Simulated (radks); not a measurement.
Numerical settings for the rubidium ion Rb2+, [Ar] 3d10 4s2 4p5. Method: scalar-relativistic Kohn-Sham, r2SCAN, spin-unpolarised, spherical densities, finite nucleus; meta-GGA in the generalised Kohn-Sham scheme; Fermi nuclear charge, rms radius 4.2036 fm; computed with a radial shooting solver on a logarithmic mesh with Libxc functionals. The defaults (mesh step 0.008 in ln r, mesh end at 40 bohr or more with all orbitals vanishing there, Anderson mixing 0.5 over 9 steps, residual threshold near 1e-9 with the energy settled to 1e-9 hartree or 1e-11 of itself, here a cap of 99 iterations) give E = -2980.499 hartree and 4p at -34.236 eV in 12 iterations. Run on one thread of a shared host, so times are rough (Arm Neoverse V1): 0.09 s of CPU time, 0.09 s wall, 12 iterations on 2198 mesh points. Changes against that run (0 stands for a change within the tolerance of the run):

mesh step in ln r 0.03: iterations 10; converged yes; E (mhartree) +0.0651; e(4p) (meV) 0; CPU (s) 0.03
mesh step in ln r 0.005: iterations 13; converged yes; E (mhartree) 0; e(4p) (meV) -0.00275; CPU (s) 0.14
mesh step in ln r 0.12: iterations 2; converged no; E (mhartree) diverged; CPU (s) 0.01
mesh end (bohr) 20: iterations 12; converged yes; E (mhartree) 0; e(4p) (meV) 0; CPU (s) 0.09
mesh end (bohr) 5: iterations 12; converged yes; E (mhartree) +2.87; e(4p) (meV) +86.2; CPU (s) 0.08
residual threshold 1e-05: iterations 10; converged yes; E (mhartree) 0; e(4p) (meV) +0.0732; CPU (s) 0.08
residual threshold 1e-13: iterations 53; converged yes; E (mhartree) 0; e(4p) (meV) +0.00373; CPU (s) 0.22
mixing 0.05: iterations 15; converged yes; E (mhartree) 0; e(4p) (meV) -0.0316; CPU (s) 0.11
linear mixing, mixing 0.05: iterations 99; converged no; E (mhartree) +0.89; e(4p) (meV) -22.2; CPU (s) 0.58
linear mixing, mixing 0.8: iterations 43; converged no; E (mhartree) diverged; CPU (s) 0.23
mixing history 2: iterations 17; converged yes; E (mhartree) 0; e(4p) (meV) 0; CPU (s) 0.11
iteration cap 2: iterations 2; converged no; E (mhartree) +1.49e+03; e(4p) (meV) -1.94e+04; CPU (s) 0.02

Settings that end as converged yet miss the energy by more than 1 mhartree: mesh end (bohr) 5 (+0.00287 hartree). A mesh that ends early acts as a hard wall.
